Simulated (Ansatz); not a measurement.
A run for Ansatz (an electronic-structure program): R-B3LYP/def2-TZVPP on CH5BO (SMILES CBO), a point of a torsion scan.

Ansatz 0.2 input:
```yaml
crystal:
  periodic: [false, false, false]
  atoms:
    - {symbol: C, position_ang: [0.89375219, -0.13387127, 0.02459831]}
    - {symbol: B, position_ang: [-0.40358960, 0.78266790, 0.08361039]}
    - {symbol: O, position_ang: [-1.16231668, 1.04273117, -0.97905641]}
    - {symbol: H, position_ang: [1.29913766, -0.24391148, -0.98055362]}
    - {symbol: H, position_ang: [1.68863474, 0.24073237, 0.66427766]}
    - {symbol: H, position_ang: [0.65400538, -1.13275160, 0.38732847]}
    - {symbol: H, position_ang: [-0.77695415, 1.25809071, 1.09006218]}
    - {symbol: H, position_ang: [-0.88359027, 0.66363598, -1.81514308]}
basis:
  gaussian:
    orbitals: def2-TZVPP
hamiltonian:
  xc: {name: B3LYP}
scf: {lower_state_search: off}
```

The log:

```
WARN ansatz: RAYON_NUM_THREADS=2 ignored (pool sized by the plan → 2); use --threads N
Functional definition: B3LYP
these checks for a lower state are left out or cut short: stability, starts, cluster_reference, orbital_swaps, neighbouring_geometries, increment
integrals: 0.05 GiB planned
795 factors; their error is unknown
mean field: 0.57 GiB planned
mean field evaluation 1: about -3835.9983 eV, gradient 6.9e1 eV
mean field evaluation 2: about -3827.7282 eV, gradient 9.4e1 eV
mean field evaluation 4: about -3845.1918 eV, gradient 4.6e0 eV
mean field evaluation 8: about -3845.2396 eV, gradient 2.4e-2 eV
mean field evaluation 16: about -3845.2347 eV, gradient 5.1e-6 eV
mean field -3845.23465001 eV, -141.3097669943 hartree, gradient 5.1e-6 eV, S^2 0.000000; 0 other end points of the search recorded, 0 dependent functions left out
reference -3845.23488351 eV, -141.3097755752 hartree; 12, 12 occupied and 151, 151 virtual orbitals, 795 factors
Total energy: -3845.23488351 eV, -141.3097755752 hartree
Checks for a lower state left out: stability, starts, cluster_reference, orbital_swaps, neighbouring_geometries, increment
```

The run converged.

Cost: very roughly 1.5 core-seconds.
